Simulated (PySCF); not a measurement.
Level of theory: PBE0-D4/def2-TZVP (PySCF). Gas-phase values, no solvent. Excitations are Tamm–Dancoff values on a coarser integration grid. The basis has no diffuse functions, so Rydberg states are missing or too high.

Reference species (SMILES): `C=C=NC` (neutral, multiplicity 1).

```
Item                      Value
----------------------  -------
S1 oscillator strength    0.001
dipole moment            1.40 D
S1–T1 gap (TDA)         0.51 eV
```

Changed species: `N=C=CC`.

Problem. What does the change do to the S1 oscillator strength, dipole moment and S1–T1 gap (TDA)?

Solution. the S1 oscillator strength stays essentially unchanged; the dipole moment rises by 0.26 D, to 1.66 D; the S1–T1 gap (TDA) stays essentially unchanged.
